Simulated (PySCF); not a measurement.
Compound: Si(eta1-allyl)2H2, C6H12Si.
SMILES: `C=CC[SiH2]CC=C`

Level of theory: PySCF 2.14.0, density-fitted response routines, TDDFT CAM-B3LYP/def2-SVPD, vertical, gas phase, core orbitals frozen in the response. One conformer (not necessarily the lowest) at the PBE0-D3(BJ)/def2-SVP geometry, without solvent, vibrations or thermal averaging.

```json
{"state": "S1", "E (eV)": "6.57", "λ (nm)": "188.9", "f": "0.737", "main configurations (H = HOMO, L = LUMO)": "H→L (82%)"}
{"state": "S2", "E (eV)": "6.77", "λ (nm)": "183.0", "f": "0.088", "main configurations (H = HOMO, L = LUMO)": "H→L+1 (75%), H-1→L+2 (14%)"}
{"state": "S3", "E (eV)": "6.82", "λ (nm)": "181.8", "f": "0.0011", "main configurations (H = HOMO, L = LUMO)": "H→L+2 (60%), H-1→L+1 (17%), H→L+3 (12%)"}
{"state": "S4", "E (eV)": "7.06", "λ (nm)": "175.6", "f": "0.032", "main configurations (H = HOMO, L = LUMO)": "H-1→L (48%), H→L+3 (35%)"}
{"state": "S5", "E (eV)": "7.34", "λ (nm)": "169.0", "f": "0.0089", "main configurations (H = HOMO, L = LUMO)": "H→L+4 (35%), H-1→L+3 (17%), H-1→L+2 (13%)"}
{"state": "S6", "E (eV)": "7.48", "λ (nm)": "165.8", "f": "0.0016", "main configurations (H = HOMO, L = LUMO)": "H→L+5 (49%), H-1→L+1 (24%), H-1→L+7 (11%)"}
{"state": "S7", "E (eV)": "7.63", "λ (nm)": "162.5", "f": "0.025", "main configurations (H = HOMO, L = LUMO)": "H→L+6 (43%), H-1→L+5 (27%), H→L+7 (11%)"}
{"state": "S8", "E (eV)": "7.64", "λ (nm)": "162.2", "f": "0.031", "main configurations (H = HOMO, L = LUMO)": "H-1→L+1 (37%), H→L+5 (21%), H-1→L+6 (15%)"}
{"state": "S9", "E (eV)": "7.81", "λ (nm)": "158.8", "f": "0.063", "main configurations (H = HOMO, L = LUMO)": "H→L+4 (43%), H→L+7 (18%), H-1→L+5 (11%)"}
{"state": "S10", "E (eV)": "7.82", "λ (nm)": "158.5", "f": "0.032", "main configurations (H = HOMO, L = LUMO)": "H-1→L (24%), H→L+8 (20%), H→L+2 (16%)"}
```

Triplets, Tamm–Dancoff:

```csv
state,E (eV),λ (nm),"main configurations (H = HOMO, L = LUMO)"
T1,4.18,296.5,"H→L (56%), H-1→L+2 (17%), H-1→L+3 (17%)"
T2,4.25,292.1,"H-1→L (45%), H→L+2 (23%), H→L+3 (21%)"
T3,6.65,186.4,"H→L+1 (74%), H-1→L+2 (12%)"
T4,6.68,185.5,"H→L+2 (42%), H→L+3 (28%), H-1→L+1 (18%)"
```

The lowest singlet comes at 189 nm (633 kJ/mol) in the vacuum ultraviolet; it is strong; its leading configuration is HOMO→LUMO (82%). The lowest level is also the most intense of those listed (f = 0.737). Löwdin shares by element: HOMO carbon 64% or more (atoms not listed hold the other 36%); LUMO carbon 60% or more (atoms not listed hold the other 40%). Weighted by f, the mean energy of these states is 6.78 eV. The oscillator strengths of these states sum to 1.020; summed over the whole spectrum of an exact calculation they would give the number of electrons, 62 (Thomas–Reiche–Kuhn). The listed states span 1.26 eV, and the widest gap between neighbours is 0.28 eV (S4 to S5). All these states lie below the vertical ionisation energy of 8.85 eV (ΔSCF). Singlets were solved by full linear response, triplets in the Tamm–Dancoff approximation.

Time: 2.8 min of wall time (with the writing of density and orbital grids); peak memory 1.4 GiB. Hardware: Arm Neoverse V1, one thread, shared host with 32 logical CPUs at a one-minute load of 14.
